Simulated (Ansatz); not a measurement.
```yaml
crystal:
  periodic: [false, false, false]
  atoms:
    - {symbol: C, position_ang: [-0.465302, 0.518106, -0.287622]}
    - {symbol: N, position_ang: [-1.534493, 0.182381, -0.454959]}
    - {symbol: Zn, position_ang: [1.562968, -2.162999, 0.861787]}
    - {symbol: H, position_ang: [0.371677, 1.251412, -0.167493]}
basis:
  gaussian: {orbitals: cc-pVTZ-DK}
magnetization: {spin_polarized: true, initial_magnetization: 0}
hamiltonian: {xc: {name: rPW86-PBE}, dispersion: rvv10}
output: {forces: true}
```

```sh
$ ansatz run in.yaml --threads 2 --pin off --events-out ev --progress --plain --max-ram 4352MiB
```

Shortened log:

```
Functional definition: rPW86-PBE+rVV10
923 factors; their error is unknown
mean field evaluation 1: about -51425.5263 eV, gradient 5.7e1 eV
mean field evaluation 2: about -51113.2709 eV, gradient 1.5e2 eV
mean field evaluation 4: about -51438.0282 eV, gradient 1.1e1 eV
mean field evaluation 8: about -51438.6229 eV, gradient 5.5e-1 eV
mean field evaluation 16: about -51438.5922 eV, gradient 2.3e-3 eV
mean field -51438.59216361 eV, -1890.3333956826 hartree, gradient 2.3e-5 eV, S^2 0.000000; 0 other end points of the search recorded, 0 dependent functions left out
reference -51438.59226295 eV, -1890.3333993334 hartree; 22, 22 occupied and 120, 120 virtual orbitals, 923 factors
Total energy: -51438.59226295 eV, -1890.3333993334 hartree
Relativity: scalar
Atom 0 at    -0.465302     0.518106    -0.287622 Å, force     3.837426     3.021226     0.575211 eV/Å
Atom 1 at    -1.534493     0.182381    -0.454959 Å, force    -3.047167    -1.571363    -0.468418 eV/Å
Atom 2 at     1.562968    -2.162999     0.861787 Å, force    -0.010370     0.010354    -0.006000 eV/Å
Atom 3 at     0.371677     1.251412    -0.167493 Å, force    -0.779889    -1.460217    -0.100793 eV/Å
Dipole moment:     0.490080     0.239628     0.080050 e Å
```

Hardware: 2 threads of an Arm Neoverse V2 on a shared host. Wall time 7 s, peak host memory 0.25 GiB.
